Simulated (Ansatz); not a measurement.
Geometry optimisation, Ansatz 0.2.0, UKS r2SCANh/def2-SVP.

input.yaml

```yaml
crystal:
  periodic: [false, false, false]
  atoms:
    - { symbol: Sn, position_ang: [0.0, 0.0, 0.0] }
    - { symbol: H, position_ang: [0.0, 0.0, 1.99] }
    - { symbol: H, position_ang: [1.6408, 0.0, -0.5794] }
    - { symbol: H, position_ang: [-0.8195, 1.4198, -0.5794] }
    - { symbol: H, position_ang: [-0.8195, -1.4198, -0.5794] }
    - { symbol: "N", position_ang: [0.0, 0.0, 3.35] }
    - { symbol: H, position_ang: [-0.496, -0.7725, 3.88] }
    - { symbol: H, position_ang: [0.496, 0.7725, 3.88] }
magnetization:
  spin_polarized: true
  initial_magnetization: 1
basis:
  gaussian: { orbitals: def2-SVP }
hamiltonian:
  xc: r2scanh
relax:
  f_tol: 0.15
  max_steps: 25
  restrain:
    - { distance: [1, 5], at: 2.26, k: 30.0 }
    - { distance: [0, 1], at: 1.74, k: 30.0 }
output:
  orbitals: {}
```

Run as:

```bash
$ ansatz run input.yaml --threads 2 --pin off --max-ram 3072MiB --backend cpu --events-out ev --progress --plain --runs-dir out
```

**Question.** Where does it end, and by what steps?

**Answer.** It converged. The restraints hold the end off the free minimum; the threshold counts their pulls, which the force column leaves out. Restrained pairs: H2–N6 (1.36 → 2.26 Å), Sn1–H2 (1.99 → 1.73 Å). After 10 steps the energy has fallen by 0.463 eV (the restraints' own energy left out); N6 moved furthest, 0.67 Å.

```csv
step,energy less start (eV),largest force component (eV/Å),accepted
0,0.0000,4.138,yes
1,0.4142,1.448,yes
2,0.4432,2.495,yes
3,0.1521,2.362,yes
4,-0.1848,2.751,yes
5,-0.2947,0.577,yes
6,-0.4244,0.365,yes
7,-0.4547,0.274,yes
8,-0.3500,1.965,no
9,-0.4582,0.359,yes
10,-0.4631,0.261,yes
```

```xyz
8
Properties=species:S:1:pos:R:3
Sn 0.005 -0.002 -0.098
H 0.082 -0.070 1.631
H 1.588 0.063 -0.730
H -0.859 1.390 -0.584
H -0.794 -1.392 -0.684
N 0.317 -0.279 3.869
H -0.693 -0.460 3.984
H 0.356 0.748 3.974
```

Time of the run: 68 s on 2 threads of Arm Neoverse V1, with other jobs on the host, peak memory 0.23 GiB.
